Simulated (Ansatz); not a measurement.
Mulliken charges of `B[O][Zn][SiH3]` from B3LYP/def2-TZVPP in Ansatz (PBE0-D4/def2-TZVP geometry).

| atom | x (Å) | y (Å) | z (Å) | charge (e) |
| --- | --- | --- | --- | --- |
| B1 | 1.324 | 2.202 | -1.058 | 0.145 |
| O2 | 0.362 | 1.822 | -0.216 | -0.463 |
| Zn3 | -0.236 | 0.180 | 0.222 | 0.350 |
| Si4 | -1.099 | -1.896 | 0.875 | 0.199 |
| H5 | 1.552 | 3.380 | -1.194 | -0.028 |
| H6 | 1.973 | 1.392 | -1.689 | -0.044 |
| H7 | -2.527 | -2.020 | 0.475 | -0.053 |
| H8 | -0.337 | -3.001 | 0.235 | -0.053 |
| H9 | -1.011 | -2.060 | 2.351 | -0.053 |

Task: By hand: the dipole of these point charges (1 e Å = 4.8032 D).

Result: Σ q r = (-0.202, -0.619, 0.144) e Å, of length 0.667 e Å = 3.20 D.

Task: How does the dipole of the full density compare? (Best estimate.)

Result: Ansatz gave: (-0.226, -0.466, 0.175) e Å, 2.63 D; the point charges give 1.22 times that, at 10° from its direction.

Point charges leave out the atoms' own dipoles, such as those of lone pairs, and Mulliken's split depends on the basis, so the two needn't agree.

B3LYP here is the variant with VWN-RPA as its local correlation; programs differ in this.
